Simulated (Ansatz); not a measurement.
Start from `[Cl][Zr]([Br])([Br])[Br]` and change one atom or group to get `[Br][Zr]([Br])([Br])[Br]`.

Ansatz, PBE0-D4/def2-TZVP geometries, multiplicity 1. 

Elements past krypton have def2 core potentials. Scalar relativity is left out up to krypton.

```tsv
property	`[Cl][Zr]([Br])([Br])[Br]`
HOMO energy (B3LYP/def2-TZVPP) / eV	-8.63
size of the dipole moment (PBE/def2-TZVPP) / D	0.10
HOMO energy (PBE0/def2-TZVPP) / eV	-8.91
HOMO energy (ωB97M-V/def2-TZVPP) / eV	-11.03
LUMO energy (ωB97M-V/def2-TZVPP) / eV	-0.80
HOMO–LUMO gap (ωB97M-V/def2-TZVPP) / eV	10.23
```

(1) What does the change do to each property? (Estimate.)

Results:

(1) Ansatz gave: 
```csv
property,`[Br][Zr]([Br])([Br])[Br]`,shift
HOMO energy (B3LYP/def2-TZVPP) / eV,-8.63,0.00
size of the dipole moment (PBE/def2-TZVPP) / D,0.00,-0.10
HOMO energy (PBE0/def2-TZVPP) / eV,-8.90,0.01
HOMO energy (ωB97M-V/def2-TZVPP) / eV,-11.04,-0.01
LUMO energy (ωB97M-V/def2-TZVPP) / eV,-0.87,-0.07
HOMO–LUMO gap (ωB97M-V/def2-TZVPP) / eV,10.17,-0.06
```

B3LYP here is the variant with VWN-RPA as its local correlation; programs differ in this.

Spin–orbit coupling is left out; it splits and shifts lone-pair levels of the heavy atoms by tenths of an eV.
